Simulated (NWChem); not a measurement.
System: C₃H₅NO₂; SMILES CO/C=N/C=O

NWChem input:

```
start job
memory heap 200 mb stack 900 mb global 1100 mb
geometry units angstroms noautosym nocenter noautoz
  C     -0.506370    -2.324196     0.107660
  O      0.694326    -1.552060    -0.087158
  C      0.556092    -0.235688    -0.138837
  N     -0.576140     0.362508    -0.076899
  C     -0.530182     1.765503    -0.057452
  O      0.379417     2.449234     0.369025
  H     -0.181957    -3.364649     0.111352
  H     -1.211414    -2.135445    -0.705493
  H     -0.976412    -2.058962     1.057916
  H      1.520952     0.261538    -0.260711
  H     -1.459305     2.211689    -0.453344
end
basis spherical
  * library 6-31g*
end
dft
  xc pbe0
  iterations 150
end
cosmo
  dielec 20.7
end
task dft energy
```

Excerpt of the output:

```
             Northwest Computational Chemistry Package (NWChem) 7.3.0
             --------------------------------------------------------

                             Geometry "geometry" -> ""
                             -------------------------

 Output coordinates in angstroms (scale by  1.889725989 to convert to a.u.)

  No.       Tag          Charge          X              Y              Z
 ---- ---------------- ---------- -------------- -------------- --------------
    1 C                    6.0000    -0.50637000    -2.32419600     0.10766000
    2 O                    8.0000     0.69432600    -1.55206000    -0.08715800
    3 C                    6.0000     0.55609200    -0.23568800    -0.13883700
    4 N                    7.0000    -0.57614000     0.36250800    -0.07689900
    5 C                    6.0000    -0.53018200     1.76550300    -0.05745200
    6 O                    8.0000     0.37941700     2.44923400     0.36902500
    7 H                    1.0000    -0.18195700    -3.36464900     0.11135200
    8 H                    1.0000    -1.21141400    -2.13544500    -0.70549300
    9 H                    1.0000    -0.97641200    -2.05896200     1.05791600
   10 H                    1.0000     1.52095200     0.26153800    -0.26071100
   11 H                    1.0000    -1.45930500     2.21168900    -0.45334400

 Effective nuclear repulsion energy (a.u.)     224.3504436493

                                 NWChem DFT Module
                                 -----------------

 Summary of "ao basis" -> "ao basis" (spherical)
 ------------------------------------------------------------------------------
       Tag                 Description            Shells   Functions and Types
 ---------------- ------------------------------  ------  ---------------------
 C                           6-31g*                  6       14   3s2p1d
 O                           6-31g*                  6       14   3s2p1d
 N                           6-31g*                  6       14   3s2p1d
 H                           6-31g*                  2        2   2s

 in cosmo_initialize ...

 solvent parameters
 solvname_short: unkn
 solvname_long:  unknown
 dielec:       20.7000

          ---------------
          -cosmo- solvent
          ---------------
 Cosmo: York-Karplus, doi: 10.1021/jp992097l
 dielectric constant -eps-     =  20.70
 screen = (eps-1)/(eps    )    =   0.95169
 surface charge correction     = lagrangian

   van der Waals surface
 --------------------------

 ---------- ATOMIC COORDINATES (A.U.) ------------ VDWR(ANG.) --
     1   -0.95690055   -4.39209358    0.20344790     2.000
     2    1.31208589   -2.93296812   -0.16470474     1.720
     3    1.05086150   -0.44538574   -0.26236389     2.000
     4   -1.08874673    0.68504079   -0.14531804     1.830
     5   -1.00189870    3.33631690   -0.10856854     2.000
     6    0.71699417    4.62838114    0.69735613     1.720
     7   -0.34384887   -6.35826466    0.21042477     1.300
     8   -2.28924052   -4.03540591   -1.33318846     1.300
     9   -1.84515113   -3.89087400    1.99917136     1.300
    10    2.87418252    0.49423516   -0.49267235     1.300
    11   -2.75768658    4.17948618   -0.85669594     1.300
 number of segments per atom =         32
 number of   points per atom =         32
 atom (   nspa,  nppa )
 ----------------------
    1 (     17,     0 )       0
    2 (     15,     0 )       0
    3 (     13,     0 )       0
    4 (     13,     0 )       0
    5 (     16,     0 )       0
    6 (     20,     0 )       0
    7 (     14,     0 )       0
    8 (     14,     0 )       0
    9 (     15,     0 )       0
   10 (     14,     0 )       0
   11 (     13,     0 )       0
 number of -cosmo- surface points =      164
 molecular surface =    128.276 angstrom**2
 molecular volume  =    106.569 angstrom**3
 G(cav/disp)       =      1.501 kcal/mol
 -lineq- algorithm             =   0
 -bem- low  level              =   2
 -bem- from -octahedral-
 gaussian surface charge width =   4.50000
 degree of switching           =   1.00000
 switching function tolerance  =   0.00010
 atomic radii =
 --------------
    1  6.000  2.000
    2  8.000  1.720
    3  6.000  2.000
    4  7.000  1.830
    5  6.000  2.000
    6  8.000  1.720
    7  1.000  1.300
    8  1.000  1.300
    9  1.000  1.300
   10  1.000  1.300
   11  1.000  1.300
 ...... end of -cosmo- initialization ......

            General Information
            -------------------
          SCF calculation type: DFT
          Wavefunction type:  closed shell.
          No. of atoms     :    11
          No. of electrons :    46
           Alpha electrons :    23
            Beta electrons :    23
          Charge           :     0
          Spin multiplicity:     1
          Use of symmetry is: off; symmetry adaption is: off
          Maximum number of iterations: 150
          AO basis - number of functions:    94
                     number of shells:    46
          Convergence on energy requested:  1.00D-06
          Convergence on density requested:  1.00D-05
          Convergence on gradient requested:  5.00D-04

              XC Information
              --------------
                         PBE0 Method XC Functional
                     Hartree-Fock (Exact) Exchange  0.250
          PerdewBurkeErnzerhof Exchange Functional  0.750
            Perdew 1991 LDA Correlation Functional  1.000 local
           PerdewBurkeErnz. Correlation Functional  1.000 non-local

             Grid Information
             ----------------
          Grid used for XC integration:  medium
          Radial quadrature: Mura-Knowles
          Angular quadrature: Lebedev.
          Tag              B.-S. Rad. Rad. Pts. Rad. Cut. Ang. Pts.
          ---              ---------- --------- --------- ---------
          C                   0.70       49          12.0       434
          O                   0.60       49          13.0       434
          N                   0.65       49          10.0       434
          H                   0.35       45          13.0       434
          Grid pruning is: on
          Number of quadrature shells:   519
          Spatial weights used:  Erf1

      Superposition of Atomic Density Guess
      -------------------------------------

 Sum of atomic energies:        -319.27436785

      Non-variational initial energy
      ------------------------------

 Total energy =    -322.299357
 1-e energy   =    -879.657744
 2-e energy   =     333.007944
 HOMO         =      -0.337205
 LUMO         =      -0.017490

   convergence    iter        energy       DeltaE   RMS-Dens  Diis-err
 ---------------- ----- ----------------- --------- --------- ---------
     COSMO gas phase
 d= 0,ls=0.0,diis     1   -321.9671050640 -5.46D+02  1.98D-02  1.39D+00
 d= 0,ls=0.0,diis     2   -321.6760995067  2.91D-01  1.41D-02  4.40D+00
 d= 0,ls=0.0,diis     3   -322.1257219637 -4.50D-01  2.94D-03  1.04D-01
 d= 0,ls=0.0,diis     4   -322.1319354054 -6.21D-03  1.31D-03  4.29D-02
 d= 0,ls=0.0,diis     5   -322.1360272926 -4.09D-03  3.86D-04  2.48D-03
  Resetting Diis
 d= 0,ls=0.0,diis     6   -322.1362841917 -2.57D-04  1.09D-04  2.89D-04
 d= 0,ls=0.0,diis     7   -322.1363110253 -2.68D-05  6.72D-05  2.05D-05
 d= 0,ls=0.0,diis     8   -322.1363078393  3.19D-06  4.20D-05  5.41D-05
 d= 0,ls=0.0,diis     9   -322.1363131169 -5.28D-06  6.39D-06  6.76D-07
 d= 0,ls=0.0,diis    10   -322.1363131919 -7.50D-08  1.57D-06  2.38D-08

   convergence    iter        energy       DeltaE   RMS-Dens  Diis-err
 ---------------- ----- ----------------- --------- --------- ---------
     COSMO solvation phase
 d= 0,ls=0.0,diis     1   -322.1458118498 -9.50D-03  1.83D-03  3.44D-03
 d= 0,ls=0.0,diis     2   -322.1465500133 -7.38D-04  4.41D-04  5.10D-03
 d= 0,ls=0.0,diis     3   -322.1470047080 -4.55D-04  1.61D-04  1.94D-04
 d= 0,ls=0.0,diis     4   -322.1470234801 -1.88D-05  6.21D-05  5.83D-05
 d= 0,ls=0.0,diis     5   -322.1470287206 -5.24D-06  2.05D-05  1.15D-05
 d= 0,ls=0.0,diis     6   -322.1470299103 -1.19D-06  5.30D-06  5.08D-07
 d= 0,ls=0.0,diis     7   -322.1470299534 -4.31D-08  1.93D-06  1.10D-07

         Total DFT energy =     -322.147029953392
      One electron energy =     -883.284214956053
           Coulomb energy =      378.459280676943
    Exchange-Corr. energy =      -41.848989057007
 Nuclear repulsion energy =      224.350443649269

             COSMO energy =        0.176449733456

 Numeric. integr. density =       45.999992692212

                                   COSMO solvation results
                                   -----------------------

                 gas phase energy =      -322.136313191891
                 sol phase energy =      -322.147029953392
 (electrostatic) solvation energy =         0.010716761500 (    6.72 kcal/mol)

                       DFT Final Molecular Orbital Analysis
                       ------------------------------------

 Vector   21  Occ=2.000000D+00  E=-3.189666D-01
              MO Center= -3.6D-01,  6.9D-01, -1.8D-02, r^2= 2.7D+00
   Bfn.  Coefficient  Atom+Function         Bfn.  Coefficient  Atom+Function
  ----- ------------  ---------------      ----- ------------  ---------------
    45      0.405644   4 N  px               48     -0.348907   4 N  s
    49      0.274526   4 N  px               31     -0.211192   3 C  px
    75      0.203856   6 O  pz               73      0.181521   6 O  px
    44     -0.153677   4 N  s                79      0.149517   6 O  pz
    94      0.139196  11 H  s                20      0.138063   2 O  s

 Vector   22  Occ=2.000000D+00  E=-3.017182D-01
              MO Center= -1.4D-02, -2.8D-02,  3.0D-03, r^2= 3.3D+00
   Bfn.  Coefficient  Atom+Function         Bfn.  Coefficient  Atom+Function
  ----- ------------  ---------------      ----- ------------  ---------------
    47     -0.391447   4 N  pz               19      0.381381   2 O  pz
    51     -0.305729   4 N  pz               23      0.298361   2 O  pz
    75      0.226496   6 O  pz               79      0.169506   6 O  pz
    33     -0.142860   3 C  pz               73     -0.141594   6 O  px
    77     -0.110983   6 O  px               90     -0.107341   9 H  s

 Vector   23  Occ=2.000000D+00  E=-2.825553D-01
              MO Center= -3.8D-02,  1.7D+00,  1.5D-01, r^2= 2.3D+00
   Bfn.  Coefficient  Atom+Function         Bfn.  Coefficient  Atom+Function
  ----- ------------  ---------------      ----- ------------  ---------------
    74      0.455310   6 O  py               78      0.339549   6 O  py
    46      0.273918   4 N  py               73     -0.259007   6 O  px
    50      0.227132   4 N  py               45      0.192039   4 N  px
    77     -0.186474   6 O  px               49      0.172269   4 N  px
    94     -0.165680  11 H  s                93     -0.126224  11 H  s

 Vector   24  Occ=0.000000D+00  E=-4.456552D-02
              MO Center=  7.4D-02,  7.7D-01, -2.1D-02, r^2= 3.0D+00
   Bfn.  Coefficient  Atom+Function         Bfn.  Coefficient  Atom+Function
  ----- ------------  ---------------      ----- ------------  ---------------
    37      0.417400   3 C  pz               33      0.407498   3 C  pz
    61     -0.341364   5 C  pz               65     -0.340233   5 C  pz
    79      0.281046   6 O  pz               75      0.266303   6 O  pz
    19     -0.225075   2 O  pz               23     -0.223317   2 O  pz
    51     -0.166516   4 N  pz               77     -0.157850   6 O  px

 Vector   25  Occ=0.000000D+00  E= 5.528570D-02
              MO Center= -1.2D-01,  8.4D-01, -7.2D-02, r^2= 2.7D+00
   Bfn.  Coefficient  Atom+Function         Bfn.  Coefficient  Atom+Function
  ----- ------------  ---------------      ----- ------------  ---------------
    51      0.518359   4 N  pz               37     -0.443489   3 C  pz
    65     -0.415337   5 C  pz               47      0.398102   4 N  pz
    61     -0.342718   5 C  pz               33     -0.320062   3 C  pz
    79      0.300968   6 O  pz               63      0.291413   5 C  px
    75      0.248422   6 O  pz               59      0.172772   5 C  px

 Vector   26  Occ=0.000000D+00  E= 1.232837D-01
              MO Center= -1.5D-01, -1.8D+00,  4.0D-02, r^2= 3.5D+00
   Bfn.  Coefficient  Atom+Function         Bfn.  Coefficient  Atom+Function
  ----- ------------  ---------------      ----- ------------  ---------------
    20      1.101365   2 O  s                 7     -0.934399   1 C  px
    34     -0.644598   3 C  s                 8     -0.543398   1 C  py
    92      0.529174  10 H  s                90     -0.514963   9 H  s
    88     -0.491940   8 H  s                21     -0.399096   2 O  px
    86     -0.343595   7 H  s                 3     -0.317090   1 C  px

     Multipole analysis of the density
     ---------------------------------

     L   x y z        total         alpha         beta         nuclear
     -   - - -        -----         -----         ----         -------
     0   0 0 0     -0.000000    -23.000000    -23.000000     46.000000

     1   1 0 0     -0.403490      0.397234      0.397234     -1.197958
     1   0 1 0     -1.428615     -0.584703     -0.584703     -0.259208
     1   0 0 1     -0.377733     -1.071925     -1.071925      1.766117

     2   2 0 0    -24.968288    -46.961444    -46.961444     68.954601
     2   1 1 0     -0.815789     -1.103831     -1.103831      1.391873
     2   1 0 1     -0.436504     -0.941404     -0.941404      1.446303
     2   0 2 0    -26.747275   -271.754223   -271.754223    516.761172
     2   0 1 1     -2.395216     -8.494943     -8.494943     14.594671
     2   0 0 2    -25.300332    -18.541353    -18.541353     11.782375
```

Level: PBE0/6-31G* (spherical d), COSMO on the gas-phase geometry. All runs use the structure optimised with B3LYP/6-31G* (spherical d). COSMO prints the solvation energy as gas minus solution, so a positive value is a stabilisation.
